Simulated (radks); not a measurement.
The numbers below are computed, except where a source is named.
Spherical quantum dot in the effective-mass picture: electrons in a parabolic well V = omega^2 r^2 / 2 with omega = 2.19, all in effective atomic units (hartree* = m*/eps^2 hartree, bohr* = eps/m* bohr), one dielectric constant everywhere. Level of theory: non-relativistic Kohn-Sham, r2SCAN, spin-polarised, spherical densities, generalised Kohn-Sham scheme (a radial shooting solver with Libxc functionals). Levels are named by radial order and angular momentum (1s, 1p, 1d, 2s, ...), and open shells are averaged over m.

N = 21, configuration 1s2 1p6 1d10 2s2 1f(up 1, down 0). This is the lowest configuration that the search found. Occupied and some empty levels:

| level | occupation | eigenvalue (hartree*) | <r> (bohr*) |
|---|---|---|---|
| 1s up | 1 | 17.800 | 1.048 |
| 1s down | 1 | 17.808 | 1.044 |
| 1p up | 3 | 19.010 | 1.320 |
| 1p down | 3 | 19.031 | 1.316 |
| 1d up | 5 | 20.365 | 1.515 |
| 1d down | 5 | 20.396 | 1.512 |
| 2s up | 1 | 20.621 | 1.329 |
| 2s down | 1 | 20.645 | 1.331 |
| 1f up | 1 | 21.849 | 1.671 |
| 1f down | 0 | 21.888 | 1.669 |
| 2p up | 0 | 22.235 | 1.504 |
| 2p down | 0 | 22.259 | 1.505 |
| 1g up | 0 | 23.442 | 1.806 |
| 1g down | 0 | 23.488 | 1.805 |
| 2d up | 0 | 23.904 | 1.668 |
| 2d down | 0 | 23.935 | 1.665 |

Energy (hartree*): total 281.454, kinetic 46.051, external 109.41, Hartree 140.60, exchange-correlation -14.604.

Electron density:

| r (bohr*) | n(r) (e/bohr*^3) |
|---|---|
| 0.0590 | 1.329 |
| 0.207 | 1.259 |
| 0.355 | 1.139 |
| 0.503 | 1.017 |
| 0.652 | 0.9323 |
| 0.800 | 0.8988 |
| 0.948 | 0.8999 |
| 1.10 | 0.8990 |
| 1.24 | 0.8594 |
| 1.39 | 0.7630 |
| 1.54 | 0.6167 |
| 1.69 | 0.4476 |
| 1.84 | 0.2915 |
| 1.99 | 0.1692 |
| 2.13 | 0.08736 |
| 2.28 | 0.04005 |
| 2.43 | 0.01632 |
| 2.58 | 0.005874 |
| 2.73 | 0.001894 |
| 2.87 | 0.0005453 |
